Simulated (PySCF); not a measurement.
**NMR data sheet: C4H11ClP2Si**

```yaml
Formula: C4H11ClP2Si
SMILES: C=C(C)C[Si](P)(P)Cl
Point_group_of_the_computed_structure: C1
Carbon_signals: 4
Proton_signals: 5
```

Mapped SMILES: `[CH2:1]=[C:2]([CH3:3])[CH2:4][Si:5]([PH2:6])([PH2:7])[Cl:8]`. Hydrogens are named by the atom that carries them. Ha(C1) is cis to C3; Hb(C1) is trans to C3.

Computed data (PySCF 2.14.0 with density-fitted response routines): NMR shieldings at PBE0/pcSseg-1/GIAO, geometry: GFN2-xTB. Rapidly exchanging positions averaged, non-relativistic, single conformer, gas phase.

δ = σ(ref) − σ, references computed at the same level: $^{1}$H and $^{13}$C and $^{29}$Si against TMS; $^{31}$P against H3PO4.

```tsv
carbon	δC, type	δH (multiplicity)	HMBC from (2–3 bonds)	span of the C tensor (ppm)
C1	118.4, CH2	Hb(C1) 4.67 (br s); Ha(C1) 5.11 (br s)	H(C4), H(C3)	180
C2	152.8, C	–	Ha(C1), Hb(C1), H(C4), H(C3)	251
C3	27.7, CH3	1.92 (s)	Ha(C1), Hb(C1), H(C4)	43
C4	42.9, CH2	2.05 (m)	Ha(C1), Hb(C1), H(C3), H(P6)/H(P7)	36
```

Other nuclei:
```csv
atoms,nucleus,environment,δ (ppm),σ (ppm)
H(P6)/H(P7),$^{1}$H,hydrogen on a phosphorus bonded to Si,1.34,30.38
P6/P7,$^{31}$P,"phosphorus bonded to Si, 2 H",-257.1,575.4
Si5,$^{29}$Si,"silicon bonded to C, Cl, 2 P",51.9,297.3
```

- δC 152.8: fully substituted alkene carbon; the olefinic region.
- δC 118.4: terminal =CH2 carbon; the olefinic region.
- δC 27.7: allylic methyl carbon; a saturated carbon with 1 carbon neighbour and no heteroatom attached.
- δH 2.05: hydrogen on an allylic sp3 CH2 bonded to Si; allylic position.
- δH 1.92: hydrogen on an allylic methyl carbon; allylic position.

Splittings by $^{31}$P in the carbon and heteronuclear signals aren't shown, as no couplings were computed. Shifts are as computed. Against solution values, carbons near 30 ppm lie about +3 ppm off and those near 130 ppm about +5 ppm. Of 1211 compounds with measured shifts, 218 miss one by over three times the rms of a fit or turn the order of signals round; such compounds aren't used in these exercises. Experimental scales use liquid or dissolved standards, which lie at an offset from isolated H3PO4. No couplings were computed; multiplicities are counted from neighbouring protons, with m where these are inequivalent, close in shift, in a saturated or five-membered ring or joined by F or P, and br s for small geminal =CH2 splittings.
